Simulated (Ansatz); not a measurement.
A nudged elastic band was laid between two geometries of ClF₃H₅NSi₂ (12 atoms, charge 0, multiplicity 1).

All numbers below come from RKS B3LYP-D4/def2-SVP in Ansatz.

```json
{"movable images": "5", "climbing image": "yes", "spring": "0.5 eV/Å²", "optimiser": "quadratic models (default)", "start path": "through a guess of the saddle point", "force threshold": "0.05 eV/Å", "iteration limit": "60", "end points": "relaxed"}
```

Initial state:

```xyz
12
Properties=species:S:1:pos:R:3
Si -0.097 0.023 0.179
Cl 0.749 -0.452 2.031
F 1.304 0.233 -0.614
F -0.671 1.534 -0.073
F -0.673 -1.181 -0.755
N -1.957 -0.214 1.144
H -2.608 -0.477 0.398
Si -2.559 1.237 2.063
H -3.521 0.741 3.086
H -1.401 1.892 2.710
H -3.258 2.104 1.087
H -1.865 -1.040 1.741
```

Final state:

```xyz
12
Properties=species:S:1:pos:R:3
Si -0.563 0.316 -0.315
Cl -0.268 -1.698 3.058
F 0.771 0.717 0.468
F -0.807 1.468 -1.405
F -0.345 -1.054 -1.114
N -1.856 0.124 0.784
H -2.562 -0.545 0.476
Si -2.397 1.311 1.995
H -2.844 0.577 3.207
H -1.220 2.170 2.270
H -3.525 2.128 1.467
H -0.940 -1.114 2.106
```

(1) Which bonds break or form, and what moves?

(2) What energy profile does the band end with?

(3) What is the geometry of the highest image?

## Answers

(1) Bonds broken: Si1–Cl2, N6–H12. Bonds formed: Cl2–H12. ClF3H5NSi2 becomes ClH + F3H4NSi2.

(2) The run converged. The highest image is number 3 of 0 to 6, 1.04 eV above the first end and 0.73 eV above the last; the last end lies 0.31 eV above the first. The order of the point at the top wasn't checked. The orbitals stay closed-shell, which can raise the energy where a bond breaks towards radicals; this wasn't checked here.

```csv
image,path coordinate (Å),energy (eV),Si1–Cl2 (Å),N6–H12 (Å),Cl2–H12 (Å)
0,0.00,0.00,2.09,1.02,2.70
1,1.05,0.20,2.13,1.02,2.49
2,2.10,0.42,2.18,1.03,2.36
3,3.15,1.04,2.80,1.19,1.67
4,3.94,0.41,3.38,1.84,1.32
5,4.72,0.33,3.81,2.01,1.30
6,5.46,0.31,3.94,2.03,1.30
```

(3) 
```xyz
12
Properties=species:S:1:pos:R:3:forces:R:3
Si -0.432 0.136 -0.025 0.00 0.00 0.02
Cl 0.207 -1.719 1.965 0.00 0.01 0.00
F 0.827 0.900 0.581 0.00 0.00 0.00
F -1.073 1.270 -0.989 0.00 0.00 -0.01
F -0.228 -1.095 -1.015 0.00 0.00 0.00
N -1.819 -0.074 1.129 0.00 -0.01 -0.01
H -2.569 -0.599 0.665 -0.01 0.01 0.00
Si -2.456 1.363 2.059 0.00 0.00 0.01
H -3.165 0.808 3.236 0.00 0.00 0.00
H -1.259 2.149 2.430 0.00 0.00 0.00
H -3.375 2.123 1.178 0.00 0.00 0.00
H -1.216 -0.863 1.783 0.00 -0.01 0.01
```

Run time: 5.6 min on 4 threads of Arm Neoverse V2, with other jobs on the host, peak memory 0.38 GiB.
